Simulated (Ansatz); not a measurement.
K₆F₅⁺. Total charge 1; singlet. Geometry PBE0-D4/def2-SVP.

```xyz
11

K     0.092   -2.984   -0.190
K    -0.302    3.504    0.092
K    -1.146   -0.575   -2.702
K    -1.449    0.192    0.902
K     1.899    0.125   -0.814
K     1.260    0.481    3.250
F    -0.027    2.078    2.003
F    -1.893   -1.614   -0.613
F    -0.308    1.411   -1.168
F     0.962   -1.661   -2.066
F     0.912   -0.958    1.306
```

The structure comes from a short search, and lower isomers may exist.

**Question.** Estimate the orbital energies around the gap (eV) in Ansatz with PBE-D4/def2-SVP, PBE-D4/def2-TZVP, r2SCAN-D4/def2-TZVP, PBE0-D4/def2-SVP, PBE0-D4/def2-TZVP.

**Answer.** 
```csv
orbital,PBE-D4/def2-SVP,PBE-D4/def2-TZVP,r2SCAN-D4/def2-TZVP,PBE0-D4/def2-SVP,PBE0-D4/def2-TZVP
HOMO−9,-9.20,-9.42,-9.76,-11.03,-11.27
HOMO−8,-9.18,-9.41,-9.74,-11.01,-11.26
HOMO−7,-9.07,-9.28,-9.62,-10.91,-11.14
HOMO−6,-8.90,-9.16,-9.50,-10.75,-11.02
HOMO−5,-8.35,-8.65,-8.96,-10.16,-10.49
HOMO−4,-8.33,-8.61,-8.92,-10.12,-10.44
HOMO−3,-8.24,-8.54,-8.85,-10.04,-10.38
HOMO−2,-8.20,-8.54,-8.84,-10.04,-10.37
HOMO−1,-8.14,-8.45,-8.77,-9.96,-10.29
HOMO,-7.96,-8.30,-8.62,-9.80,-10.14
LUMO,-4.10,-4.03,-3.33,-3.52,-3.45
LUMO+1,-3.56,-3.47,-2.75,-3.03,-2.94
LUMO+2,-3.18,-3.06,-2.44,-2.67,-2.56
LUMO+3,-3.03,-2.94,-2.26,-2.49,-2.40
LUMO+4,-2.62,-2.49,-1.84,-2.14,-2.01
LUMO+5,-2.53,-2.41,-1.79,-2.06,-1.95
```
